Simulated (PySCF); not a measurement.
C5H4F2. Atoms are numbered in the order given.

```xyz
11

C      1.8454     1.5410     0.0000
C      0.6255     1.0787     0.0000
C     -0.6072     0.6094     0.0000
F     -1.6423     1.4713     0.0000
C     -1.0404    -0.7800     0.0000
C     -0.2701    -1.8711     0.0000
F      1.0531    -1.8188     0.0000
H      2.3835     1.7417    -0.9350
H      2.3835     1.7417     0.9350
H     -2.1216    -0.9324     0.0000
H     -0.6612    -2.8918     0.0000
```

Geometry optimised at PBE0-D3(BJ)/def2-SVP. The structure was generated by enumeration; whether it is a known compound was not checked. One conformer was computed; it need not be the lowest.

Vertical ionisation energy (IE) and electron affinity (EA) in eV. Rows of orbital energies are one-electron estimates. Where ΔSCF, EOM or ADC give a negative EA the extra electron is unbound and the value depends on the basis.

```tsv
level	IE	EA
−ε(HOMO), −ε(LUMO), B3LYP/def2-TZVP (PySCF)	(withheld)	(withheld)
−ε(HOMO), −ε(LUMO), PBE/def2-TZVP (PySCF)	5.54	1.86
```

Problem. Fill in the missing entries. (An estimate is asked for; the answer gives what the named calculation found.)

Solution. 
- −ε(HOMO), −ε(LUMO), B3LYP/def2-TZVP (PySCF), IE: 6.46
- −ε(HOMO), −ε(LUMO), B3LYP/def2-TZVP (PySCF), EA: 1.20
